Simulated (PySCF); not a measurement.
# [Hf(F)4] (charge 0, multiplicity 1)

All values below come from TPSSh-D3(BJ)/def2-TZVP // r2SCAN-D4/def2-SVP (PySCF 2.14.0).

The HOMO comes out as -11.02 eV and the dipole moment is 0.00 D. The HOMO–LUMO gap is 9.89 eV and the LUMO is -1.13 eV. The charge on the central atom (Mulliken) comes out as 1.69 e, the total energy is -447.9055 Ha and the cost comes out as around 2.6 core-minutes (rough).

```xyz
5

Hf     0.0000     0.0000     0.0000
F     -0.3073    -1.8044     0.5372
F      1.5675     0.0825    -1.0840
F     -1.4980     0.6299    -0.9991
F      0.2378     1.0920     1.5459
```
